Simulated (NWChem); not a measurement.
# GeHF3; SMILES [F][GeH]([F])[F]

```xyz
5

Ge     0.0000     0.0000     0.2542
F      0.4102     1.5303    -0.3970
F      1.1202    -1.1204    -0.3970
F     -1.5304    -0.4099    -0.3970
H      0.0000     0.0000     1.7711
```
Atoms are numbered in this order, from 1.

Coordinates come from a PBE0/def2-SVP optimisation.

Task: List the 4 lowest vertical singlet excitations from CAM-B3LYP/def2-SVPD, TDA (NWChem).

Result: 
```
state  energy (eV)  oscillator strength  leading excitation (squared amplitude)
-----  -----------  -------------------  --------------------------------------
S1            9.69                0.000                    HOMO−1 → LUMO (0.91)
S2            9.82                0.311                      HOMO → LUMO (0.89)
S3            9.84                0.000                    HOMO−2 → LUMO (0.58)
S4            9.84                0.000                    HOMO−3 → LUMO (0.58)
```
